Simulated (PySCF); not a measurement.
Isomers of C3H7NSi and their computed core-level spectra.

Computed, not measured: delta-SCF UKS SCAN, pcX-2 on the ionised atom, pcseg-1 elsewhere, spin-free X2C (PySCF 2.14.0). Geometries: PBE0-D3(BJ)/def2-SVP; isolated species, one conformer each.

Line lists (1s up to Mg, 2p3/2 beyond; areas count atoms within a level, one atom standing for each set equivalent by bonding):
1. C 1s: 290.44 (area 1), 291.82 (area 1), 292.26 (area 1) eV; N 1s: 405.20 eV; Si 2p3/2: 106.66 eV
2. C 1s: 290.28 (area 1), 290.66 (area 1), 292.54 (area 1) eV; N 1s: 404.63 eV; Si 2p3/2: 107.00 eV
3. C 1s: 289.38 (area 1), 290.22 (area 1), 291.64 (area 1) eV; N 1s: 404.56 eV; Si 2p3/2: 106.89 eV

Structures:
A. `C([SiH2]N)#CC`
B. `N1[C@H](C=1)C[SiH3]`
C. `C#CCN[SiH3]`

Problem. Match each list to its structure.

Solution. 
- 1 = B: another candidate has the same counts of sites, so positions decide. C 1s: 290.44 sp3 carbon bound to silicon, 291.82 sp3 carbon bound to nitrogen, 292.26 C=N carbon; N 1s: 405.20 C=N nitrogen; Si 2p3/2: 106.66 SiH3 silicon.
- 2 = C: another candidate has the same counts of sites, so positions decide. C 1s: 290.28 terminal alkyne carbon, 290.66 alkyne carbon, 292.54 sp3 carbon bound to nitrogen; N 1s: 404.63 silicon-bound nitrogen; Si 2p3/2: 107.00 SiH3 silicon.
- 3 = A: another candidate has the same counts of sites, so positions decide. C 1s: 289.38 alkyne carbon, 290.22 alkyne carbon, 291.64 propargylic carbon; N 1s: 404.56 silicon-bound nitrogen; Si 2p3/2: 106.89 SiH2 silicon.

The 2p values add to the ΔSCF energy of one spin-free hole a correction within the shell (spin–orbit coupling, ligand field). 3 of these hole states are spin-contaminated (⟨S²⟩ up to 0.90, against 0.75; counted from 0.85) and less certain.
